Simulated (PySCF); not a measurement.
MN15 on O²⁺ (oxygen, charge +2)

Configuration: [He] 2s2 2p2, high-spin 3P determinant. Computed with PySCF 2.14 in 6-31G* (3s2p1d, 14 functions), with no relativity, point nucleus.

* Total energy: -73.1761 hartree
* One-electron energy: -92.4649 hartree
* Hartree (Coulomb) energy: 26.6958 hartree
* Exchange-correlation energy: -7.4071 hartree
* Kinetic energy: 72.53507 hartree
* ⟨S²⟩: 2.0004
* ⟨L²⟩: 2.002
* Sum of ⟨r⟩: 4.479 bohr
* Sum of ⟨r²⟩: 5.206 bohr²
* Traceless quadrupole moment −½Σ⟨3z² − r²⟩ along its main axis: 0.462 e·bohr²
* Density at the nucleus (Gaussians lack the cusp): 294 bohr⁻³
* Spin density at the nucleus: 0.0561 bohr⁻³
* Langevin diamagnetic susceptibility: -4.12 ×10⁻⁶ cm³/mol
* Time after the integrals: 0.13 s of wall time on 1 thread of Neoverse-V1 (shared host)

```
shell  electrons  mean orbital energy (hartree)  rms radius, mean of both spins (bohr)
 1s α          1                      -20.60548                                  0.232
 1s β          1                      -20.55666                                  0.232
 2s α          1                       -2.31677                                   1.15
 2s β          1                       -2.15517                                   1.15
 2p α          2                       -1.78399                                   1.11
```
